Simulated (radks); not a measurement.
Task: Sb19+, configuration [Ar] 3d10 4s2 4p2. All-electron calculation, scalar-relativistic Kohn-Sham, exchange-only LDA, spin-polarised, spherical densities, point nucleus; open shells are filled with parallel spins first (spin-orbit coupling, left out, can overturn this in heavy ions). Program: a radial shooting solver on a logarithmic mesh with Libxc functionals. Some entries of the table are withheld. Estimate them.

orbital  occ.  eigenvalue (hartree)  <1/r> (bohr^-1)
1s up       1             -1131.861            54.27
1s down     1             -1131.826            54.27
2s up       1             -188.4777            12.42
2s down     1             -188.4545            12.42
2p up       3             -171.3182            11.92
2p down     3             -171.2865            11.92
3s up       1             -51.41618            4.465
3s down     1             -51.37373            4.467
3p up       3             -45.81277              (1)
3p down     3             -45.76638              (2)
3d up       5             -37.33348            4.040
3d down     5             -37.28904            4.043
4s up       1             -21.50773            2.012
4s down     1             -21.27525            2.016
4p up       2                   (3)            1.909
4p down     0                   (4)            1.910

Result: 
(1) 3p up <1/r> (bohr^-1): 4.260
(2) 3p down <1/r> (bohr^-1): 4.263
(3) 4p up eigenvalue (hartree): -19.52981
(4) 4p down eigenvalue (hartree): -19.29736
